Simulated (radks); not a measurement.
Task: The mean radii <r> (bohr) of the occupied orbitals of an atom or ion are listed with their occupations. Calculated with a radial shooting solver on a logarithmic mesh with Libxc functionals: scalar-relativistic Kohn-Sham, PBEsol, spin-polarised, spherical densities, point nucleus.

| orbital | occ. | <r> |
|---|---|---|
| 1s down | 1 | 0.02410 |
| 1s up | 1 | 0.02410 |
| 2s up | 1 | 0.1031 |
| 2s down | 1 | 0.1031 |
| 2p up | 3 | 0.09057 |
| 2p down | 3 | 0.09057 |
| 3s up | 1 | 0.2725 |
| 3s down | 1 | 0.2725 |
| 3p up | 3 | 0.2706 |
| 3p down | 3 | 0.2705 |
| 3d up | 5 | 0.2476 |
| 3d down | 5 | 0.2475 |
| 4s up | 1 | 0.6216 |
| 4s down | 1 | 0.6215 |
| 4p up | 3 | 0.6580 |
| 4p down | 3 | 0.6578 |
| 4d up | 5 | 0.7231 |
| 4d down | 5 | 0.7232 |
| 5s up | 1 | 1.464 |
| 5s down | 1 | 1.472 |
| 5p up | 3 | 1.672 |
| 5p down | 3 | 1.684 |
| 4f up | 2 | 1.006 |

Name the element and its charge. Open shells, if any, are filled with parallel spins first.

Result: Z = 59, praseodymium, charge +3: Pr3+ in [Xe] 4f2. The 1s radius gives Z: for a bare nucleus <r> = (2 gamma + 1)/(2Z) with gamma = sqrt(1 - (Z/c)^2), 0.02377 bohr for Z = 59, and screening makes it slightly larger (0.02410 here). The occupations add up to 56, and the charge is Z minus that.
